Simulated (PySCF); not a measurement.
## A computed series [M(NH2)2]+

Computed with PySCF 2.14.0, PBE0, def2-SVP on the ligands, density fitting, scalar-relativistic core potentials, no spin-orbit coupling, vacuum. Each member is relaxed from one template within its symmetry. Distances are means of the shortest metal–ligand contacts, charges and spins Mulliken's; removal energies are rigid, with the ligand's formal charge and no counterpoise, so too large; for an anion taken off a cation in vacuum most of it is the attraction of opposite charges, and multiply charged cations can part far more cheaply with an electron moved from ligand to metal. lcecp potentials hold a fixed number of 4f electrons in the core, out of states, spins and gaps.

| metal | basis on the metal | point group | M–NH2 (Å) | charge on M (e) | removal of one NH2 (eV) | strongest infrared band, degenerate modes summed (cm⁻¹) | unstable modes (below −25 cm⁻¹) |
| --- | --- | --- | --- | --- | --- | --- | --- |
| La | lcecp-1-SVP with ECP46 | C2v | 2.187 | 1.29 | 16.28 | 628 | 0 |
| Pr | lcecp-1-SVP with ECP48 | C2v | 2.155 | 1.25 | 16.50 | 628 | 0 |
| Tb | lcecp-1-SVP with ECP54 | C2v | 2.081 | 1.21 | 17.06 | 633 | 0 |
| Er | lcecp-1-SVP with ECP57 | C2v | 2.049 | 1.19 | 17.33 | 630 | 0 |
| Lu | lcecp-1-SVP with ECP60 | C2v | 2.026 | 1.16 | 17.58 | 620 | 0 |
| Bi | def2-SVP with ECP60 | C2v | 2.057 | 1.15 | 18.77 | 394 | 0 |

What does the calculation give for Sm, lcecp-1-SVP with ECP51?

point group: C2v, M–NH2 (Å): 2.116, charge on M (e): 1.23, removal of one NH2 (eV): 16.79, strongest infrared band, degenerate modes summed (cm⁻¹): 631, unstable modes (below −25 cm⁻¹): 0.
```xyz
7

Sm    0.0000    0.7790    0.0230
N     1.6824    0.0315    1.0653
H     1.6246   -0.5653    1.8954
H     2.6800    0.1587    0.8788
N    -1.6824    0.0315    1.0653
H    -2.6800    0.1587    0.8788
H    -1.6246   -0.5653    1.8954
```

From La to Lu the M–NH2 distance shrinks by 0.16 Å, the lanthanide contraction, and the energy to remove one NH2 rises by 1.30 eV.

Moved off a saddle point of the template and relaxed again: La, Pr, Sm, Tb, Er, Lu, Bi. One start shape was tried for each, so a minimum needn't be the lowest isomer.
